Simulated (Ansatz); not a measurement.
Reaction (isomerisation): `BCBN` → `BN(B)C`

Computed with Ansatz on PBE0-D4/def2-TZVP structures; ΔE is electronic, products minus reactants. CCSD(T)/CBS is the MP2 limit (def2-TZVPP, def2-QZVPP) plus CCSD(T) − MP2 in def2-TZVPP, frozen cores. This one scheme is used for every species. DFT in def2-TZVPP. Each species was taken in one conformer, which may not be the lowest.

`BCBN`:

Z-matrix (Å, degrees):
```
C
B 1 1.588
B 1 1.539 2 103.0
H 1 1.095 2 106.0 3 117.6
H 1 1.093 2 110.4 3 -121.9
N 2 1.390 1 121.1 3 95.3
H 2 1.198 1 121.2 3 -83.1
H 3 1.200 1 120.9 2 -97.3
H 3 1.199 1 120.8 2 78.6
H 6 1.005 2 122.9 1 179.8
H 6 1.007 2 123.4 1 0.6
```

`BN(B)C`:

```xyz
11

B    -0.398   -0.253   -1.429
N    -0.105    0.069   -0.080
B    -0.826    1.092    0.592
C     0.945   -0.649    0.643
H     0.224   -1.120   -1.973
H    -1.260    0.349   -1.992
H    -0.556    1.342    1.733
H    -1.682    1.679    0.007
H     1.719    0.041    0.985
H     1.405   -1.394   -0.006
H     0.534   -1.155    1.519
```

```json
{"level": "PBE0-D4", "ΔE (kJ/mol)": "0.3"}
{"level": "r2SCANh-D4", "ΔE (kJ/mol)": "1.7"}
{"level": "r2SCAN0", "ΔE (kJ/mol)": "0.5"}
{"level": "MP2/def2-SVP", "ΔE (kJ/mol)": "-16.0"}
```

Question: What does CCSD(T)/CBS give? (Estimate.)

Answer: Ansatz gave: -7.5 kJ/mol. The listed levels differ from it by 7.8, 9.2, 8.0, -8.5 kJ/mol.

Question: What do rigid-rotor, harmonic-oscillator terms from PBE0-D4/def2-TZVP frequencies (298.15 K, 1 bar) make of the CCSD(T)/CBS value? (Estimate.)

Answer: Ansatz gave: ΔZPE = -0.5 kJ/mol, ΔH = -8.8 kJ/mol, ΔS = -8 J/(mol·K), ΔG = -6.4 kJ/mol. Modes under 50 cm⁻¹ make the entropy rough.

Largest T1 diagnostic among the species: 0.012.

In def2-TZVPP, CCSD(T) changes the Hartree–Fock value by +10.5 kJ/mol (the triples alone add +0.4 kJ/mol) and MP2 by +11.6 kJ/mol. Leaving LDA and LC-ωPBE aside and taking each functional with its dispersion term where it has one, the values, not all of them listed here, spread over 18.5 kJ/mol, from BHLYP-D4 to B97M-V.
